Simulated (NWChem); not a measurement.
System: C2H5FN2Si; SMILES [C@H]1([Si@@H](C=N1)N)F

Output (shortened):

```
             Northwest Computational Chemistry Package (NWChem) 7.3.0
             --------------------------------------------------------

 C1  symmetry detected

                             Geometry "geometry" -> ""
                             -------------------------

 Output coordinates in angstroms (scale by  1.889725989 to convert to a.u.)

  No.       Tag          Charge          X              Y              Z
 ---- ---------------- ---------- -------------- -------------- --------------
    1 N                    7.0000     0.70598701     1.93879039     0.48541397
    2 Si                  14.0000    -0.23206691     0.83576981    -0.42352995
    3 C                    6.0000    -1.52407641    -0.25688761     0.43337551
    4 N                    7.0000    -0.91787984    -1.37944742     0.25721865
    5 C                    6.0000     0.29118718    -1.02324449    -0.49905968
    6 F                    9.0000     1.41886551    -1.35845959     0.20381058
    7 H                    1.0000     1.19310759     1.68181433     1.33498519
    8 H                    1.0000     0.97924284     2.84647985     0.13344444
    9 H                    1.0000    -0.62805221     1.56398089    -1.66879076
   10 H                    1.0000    -2.49696945    -0.22591682     0.94707423
   11 H                    1.0000     0.31240354    -1.57560755    -1.45591234

 Effective nuclear repulsion energy (a.u.)     293.9193892765

                                 NWChem DFT Module
                                 -----------------

 Summary of "ao basis" -> "ao basis" (spherical)
 ------------------------------------------------------------------------------
       Tag                 Description            Shells   Functions and Types
 ---------------- ------------------------------  ------  ---------------------
 N                           3-21g                   5        9   3s2p
 Si                          3-21g                   7       13   4s3p
 C                           3-21g                   5        9   3s2p
 F                           3-21g                   5        9   3s2p
 H                           3-21g                   2        2   2s

[...]

                                NWChem TDDFT Module
                                -------------------

            General Information
            -------------------
           No. of orbitals :     136
            Alpha orbitals :      68
             Beta orbitals :      68
        Alpha frozen cores :       0
         Beta frozen cores :       0
     Alpha frozen virtuals :       0
      Beta frozen virtuals :       0
         Spin multiplicity :       1
    Number of AO functions :      68
        Use of symmetry is : off
      Symmetry adaption is : off
         Schwarz screening :  0.10D-07

              XC Information
              --------------
                  B3LYP Method XC Potential
              Hartree-Fock (Exact) Exchange   0.20
                 Slater Exchange Functional   0.80 local
             Becke 1988 Exchange Functional   0.72 non-local
       Lee-Yang-Parr Correlation Functional   0.81
           VWN I RPA Correlation Functional   0.19 local

             TDDFT Information
             -----------------
          Calculation type : Tamm-Dancoff TDDFT
         Wavefunction type : Restricted singlets
          No. of electrons :      54
           Alpha electrons :      27
            Beta electrons :      27
              No. of roots :       6
          Max subspacesize :    5200
            Max iterations :     100
               Target root :       1
           Target symmetry : none
      Symmetry restriction : off
                 Algorithm : Optimal
        Davidson threshold :  0.10D-03

    6 smallest eigenvalue differences (eV)
--------------------------------------------------------
  No. Spin  Occ  Vir  Irrep   E(Occ)    E(Vir)   E(Diff)
--------------------------------------------------------
    1    1   27   28 a        -0.227    -0.025     5.485
    2    1   26   28 a        -0.247    -0.025     6.049
    3    1   25   28 a        -0.302    -0.025     7.547
    4    1   27   29 a        -0.227     0.053     7.596
    5    1   27   30 a        -0.227     0.060     7.811
    6    1   26   29 a        -0.247     0.053     8.160
--------------------------------------------------------

  Entering Davidson iterations
  Restricted singlet excited states

  Iter   NTrls   NConv    DeltaV     DeltaE      Time
  ----  ------  ------  ---------  ---------  ---------
    1      6       0     0.17E+00   0.10+100        2.3
    2     12       0     0.30E-01   0.35E-01        2.4
    3     18       0     0.14E-01   0.14E-02        2.4
    4     24       0     0.48E-01   0.15E-01        2.4
    5     30       3     0.94E-02   0.31E-02        2.4
    6     33       5     0.19E-02   0.15E-03        1.7
    7     34       5     0.35E-03   0.54E-05        1.3
    8     35       6     0.75E-04   0.23E-06        1.3
  ----  ------  ------  ---------  ---------  ---------
  Convergence criterion met

  Ground state a        -574.904935334852 a.u.

  ----------------------------------------------------------------------------
  Root   1 singlet a              0.148785531 a.u.                4.0487 eV
  ----------------------------------------------------------------------------
     Transition Moments    X  0.02881   Y -0.08117   Z  0.01198
     Dipole Oscillator Strength                    0.0007501222
     Electric Quadrupole                           0.0000000403
     Magnetic Dipole                               0.0000017955
     Total Oscillator Strength                     0.0007519579

[...]
```

Level: B3LYP/3-21G, TDA. STO-3G and 3-21G are far too small for this property and stand as cheap habits. Geometry: optimised at PBE0/def2-SVP.

Question: Which NWChem input produces such a log?

Answer: Several could match; the one computed here: the input that was run:
```
start job
memory heap 200 mb stack 900 mb global 1100 mb
geometry units angstroms noautoz
  N      0.796939     1.877310     0.500807
  Si    -0.172489     0.814421    -0.422911
  C     -1.536118    -0.207284     0.410222
  N     -0.981654    -1.359403     0.255828
  C      0.260748    -1.068434    -0.473867
  F      1.353926    -1.452860     0.257729
  H      1.250904     1.603407     1.363354
  H      1.122457     2.767856     0.149499
  H     -0.503134     1.551498    -1.681943
  H     -2.518069    -0.124938     0.900485
  H      0.277256    -1.628508    -1.426320
end
basis spherical
  N library 3-21g
  Si library 3-21g
  C library 3-21g
  F library 3-21g
  H library 3-21g
end
dft
  xc b3lyp
  iterations 150
end
tddft
  cis
  nroots 6
  notriplet
end
task tddft energy
```
